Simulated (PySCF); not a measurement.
## Gas-phase XPS of `[H]/N=C/C(C)=C/C=C`, computed

Species: C₆H₉N.
SMILES with atom numbers: `[H]/[N:7]=[CH:6]/[C:4](=[CH:3]/[CH:2]=[CH2:1])[CH3:5]`

Level of theory: delta-SCF UKS SCAN, pcX-2 on the ionised atom, pcseg-1 elsewhere, spin-free X2C in PySCF. Vertical ΔSCF values, vacuum level as zero.

Q: Give the core binding energies atom by atom.

A: 
```json
{"atom(s)": "N7", "bonded to": "C (double bond) and H", "level": "N 1s", "binding energy (eV)": "403.72", "above the level's lowest (eV)": "0.00", "count": "1"}
{"atom(s)": "C2", "bonded to": "C (double bond), C and H", "level": "C 1s", "binding energy (eV)": "290.64", "above the level's lowest (eV)": "+0.78", "count": "1"}
{"atom(s)": "C5", "bonded to": "C and 3 H", "level": "C 1s", "binding energy (eV)": "290.53", "above the level's lowest (eV)": "+0.67", "count": "1"}
{"atom(s)": "C3", "bonded to": "C (double bond), C and H", "level": "C 1s", "binding energy (eV)": "290.34", "above the level's lowest (eV)": "+0.48", "count": "1"}
{"atom(s)": "C4", "bonded to": "C (double bond) and 2 C", "level": "C 1s", "binding energy (eV)": "290.32", "above the level's lowest (eV)": "+0.46", "count": "1"}
{"atom(s)": "C1", "bonded to": "C (double bond) and 2 H", "level": "C 1s", "binding energy (eV)": "289.86", "above the level's lowest (eV)": "0.00", "count": "1"}
```

The listed C 1s values span 0.78 eV, from C1 (bonded to C (double bond) and 2 H) to C2 (bonded to C (double bond), C and H). The widest gap between neighbouring values is 0.46 eV, between 289.86 and 290.32 eV. The values 290.32 and 290.34 eV lie too close for their order to be trusted.

Q: Which photon energy gives electrons from C 1s of C2 a kinetic energy of 100 eV, and what is their de Broglie wavelength?

A: hν = 290.64 + 100 = 390.64 eV, recoil neglected; λ = 12.264 Å/√(E/eV) = 1.23 Å.

Q: Which effective nuclear charge Zeff reproduces each element's mean 1s value in the hydrogen-like formula E = 13.606 eV × Zeff²?

A: C (Z = 6): mean 290.3 eV, Zeff = 4.62, Z − Zeff = 1.38; N (Z = 7): mean 403.7 eV, Zeff = 5.45, Z − Zeff = 1.55. Means run over the listed sites, weighted by atom count.

The list is incomplete; no value stands for C 1s of C6 (hole states with ⟨S²⟩ of 1 or more are left out). The unrestricted hole states depart most from a pure doublet (⟨S²⟩ = 0.75; over 0.85 named) for C 1s of C2 (0.97), C 1s of C3 (0.90) and C 1s of C4 (0.86), which makes these values less certain. Isolated species at its PBE0-D3(BJ)/def2-SVP geometry (one conformer only).

The values belong to the conformer `[H]/[N:7]=[CH:6]/[C:4](=[CH:3]/[CH:2]=[CH2:1])[CH3:5]`: C1–C2–C3–C4 180°, C3–C4–C6–N7 180°.
